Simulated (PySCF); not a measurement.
Vertical excitations of a molecule C₄H₁₀Si from TDA-B3LYP/def2-SVPD in PySCF, as energy in eV (oscillator strength): 6.55 (0.004), 6.64 (0.047), 6.99 (0.192), 7.22 (0.224), 7.51 (0.013), 7.60 (0.008), 7.68 (0.010), 7.71 (0.017), 7.79 (0.046), 7.82 (0.036). Lowest triplet (TDA): 4.13 eV. The structure is a stationary point at PBE-D3(BJ)/def2-SVP. Other conformers were not sampled.

Task: Which structure fits?
A. [SiH3]C1CCC1
B. C=C(C)[SiH2]C
C. CC1C[SiH2]C1
D. CC(C)=C[SiH3]

Result: B, C=C(C)[SiH2]C
